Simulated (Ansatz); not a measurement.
```xyz
5

S     0.6789   -1.9273    0.4382
Si    0.0123    0.0060   -0.0258
Cl   -1.1664    0.5192    1.5477
Cl    1.5360    1.3331   -0.2133
Cl   -1.0608    0.0691   -1.7469
```

Charge 0, multiplicity 2.

Problem. List the CAM-B3LYP/def2-TZVPP orbital energies in eV (the Gaussian-basis code of Ansatz). (An estimate is asked.)

Solution. Computed: α occupied: -2765.17, -2765.04, -2765.04, -2421.13, -1804.56, -259.96, -259.83, -259.83, -219.11, -199.01, -198.88, -198.88, -198.88, -198.86, -198.74, -198.74, -198.73, -198.73, -163.90, -163.57, -163.43, -148.78, -104.15, -104.13, -104.11, -26.37, -25.29, -25.17, -22.65, -16.62, -14.00, -13.83, -13.23, -12.05, -11.89, -11.57, -11.33, -11.12, -10.83, -10.60, -9.74. α empty: 0.59, 1.56, 1.83, 2.03, 4.05, 4.64, 4.88, 4.96. β occupied: -2765.16, -2765.04, -2765.04, -2420.97, -1804.57, -259.95, -259.83, -259.83, -218.96, -198.99, -198.88, -198.88, -198.85, -198.85, -198.74, -198.74, -198.73, -198.73, -163.48, -163.41, -163.33, -148.79, -104.15, -104.14, -104.11, -26.33, -25.24, -25.16, -21.50, -16.48, -13.85, -13.82, -13.06, -11.89, -11.87, -11.31, -11.30, -10.91, -10.82, -9.42. β empty: -4.14, 0.70, 1.78, 1.84, 2.23, 4.10, 4.71, 4.93. ⟨S²⟩ = 0.754.
